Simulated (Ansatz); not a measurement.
`C[Se]C=N`, 9 atoms. Charge 0, multiplicity 1. Correlated methods include outer-core shells of Se, which these sets cover unevenly. Scalar relativity is left out up to krypton. All runs use 4 threads of an Arm Neoverse V2 on a shared host. Correlated methods freeze the cores.

(1) How many basis functions does each run have, and how long does it take in Ansatz? RKS ωB97X-V/def2-TZVPP energy; RHF-CCSD(T)/def2-TZVPP energy; RHF-MP2/def2-QZVPP energy; RHF-CCSD(T)/def2-SVP energy; RKS PBE0-D4/def2-TZVPP energy; RKS PBE0-D4/def2-TZVP frequencies; RKS ωB97M-V/def2-QZVPP energy; RKS ωB97M-V/def2-SVP energy; RKS PBE0-D4/def2-QZVPP energy; direct RPA on PBE orbitals/def2-TZVPP energy; RKS PBE0-D4/def2-SVP energy; RKS PBE0-D4/def2-TZVP relaxation (6 steps). (Best estimate.)

Answers

(1) Computed: Other jobs shared the machine, so times are rough.

```json
{"level": "RKS PBE0-D4/def2-SVP", "job": "energy", "functions": "99", "wall time": "0.95 s", "peak host memory (GiB)": "0.44"}
{"level": "RKS PBE0-D4/def2-TZVPP", "job": "energy", "functions": "211", "wall time": "2.1 s", "peak host memory (GiB)": "0.47"}
{"level": "RKS ωB97M-V/def2-SVP", "job": "energy", "functions": "99", "wall time": "3.8 s", "peak host memory (GiB)": "0.44"}
{"level": "direct RPA on PBE orbitals/def2-TZVPP", "job": "energy", "functions": "211", "wall time": "4.2 s", "peak host memory (GiB)": "0.48"}
{"level": "RHF-CCSD(T)/def2-SVP", "job": "energy", "functions": "99", "wall time": "4.4 s", "peak host memory (GiB)": "0.44"}
{"level": "RKS ωB97X-V/def2-TZVPP", "job": "energy", "functions": "211", "wall time": "5.5 s", "peak host memory (GiB)": "0.58"}
{"level": "RKS PBE0-D4/def2-QZVPP", "job": "energy", "functions": "410", "wall time": "6.5 s", "peak host memory (GiB)": "1.3"}
{"level": "RKS ωB97M-V/def2-QZVPP", "job": "energy", "functions": "410", "wall time": "14 s", "peak host memory (GiB)": "1.5"}
{"level": "RHF-MP2/def2-QZVPP", "job": "energy", "functions": "410", "wall time": "17 s", "peak host memory (GiB)": "2"}
{"level": "RKS PBE0-D4/def2-TZVP", "job": "relaxation (6 steps)", "functions": "171", "wall time": "17 s", "peak host memory (GiB)": "0.4"}
{"level": "RKS PBE0-D4/def2-TZVP", "job": "frequencies", "functions": "171", "wall time": "93 s", "peak host memory (GiB)": "0.44"}
{"level": "RHF-CCSD(T)/def2-TZVPP", "job": "energy", "functions": "211", "wall time": "94 s", "peak host memory (GiB)": "3.1"}
```
